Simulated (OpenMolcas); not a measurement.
Co3+: moving or changing the point charges

Co3+ among 5 point charges of -2.6 e arranged as a trigonal bipyramid (D3h), 2.08 Å from the ion, with the axial distance 2.475 Å. The active orbitals were held to one l.

```yaml
Program: OpenMolcas
Method: CASSCF
Basis: ANO-RCC-VTZP [6s5p3d2f1g]
Scalar_Hamiltonian: DKH2, point nucleus
Active_space: 6 electrons in 5 orbitals (3d)
State_averaging: 2S+1 = 5 even, 5 roots; 2S+1 = 3 even, 45 roots; 2S+1 = 1 even, 50 roots
Spin-orbit_coupling: state interaction with AMFI integrals over the reference wave functions
```

Runs around this geometry, states (labels of D3, the rotations of D3h). Energies in cm-1 above the lowest state or level, χT in cm3 K/mol.

```
R (Å)  Axial / equatorial distance  Ground state  First state of that spin  First gap with spin-orbit (degeneracies)  χT at 300 K  First state of another spin
 2.08                         1.09            5E                   5E 1223                               82.9 (2, 2)        4.470                    3A2 24765
 1.91                         1.19            5E                  5A1 2845                               87.5 (2, 2)        4.149                    3A2 25259
 2.08                         1.19            5E                  5A1 1813                               63.3 (2, 2)        4.391                     3E 25655
```

Taking the first state of the same spin as R^-n, n = -ln(1813 / 2845) / ln(2.08 / 1.91) = 5.3 between the shortest and longest distance.

An orbital doublet at a regular site is open to a Jahn-Teller distortion, which this geometry leaves out. Without dynamic correlation the repulsion within the d shell is too large (B by tens of per cent), so at a given field states of lower spin stand too high. Point charges give a weaker field than real ligands, and real ions of this kind are often low spin; the high spin found here belongs to the model. The ground term spreads over less than 5000 cm-1, several times less than with real ligands, so orbital moments are less quenched and χT lies further from the spin-only value than at real sites. Point charges carry no covalency, so the field is a model and not that of real ligands. An unlabelled pair can be two single states that coincide in this model. No measured value stands beside these numbers.
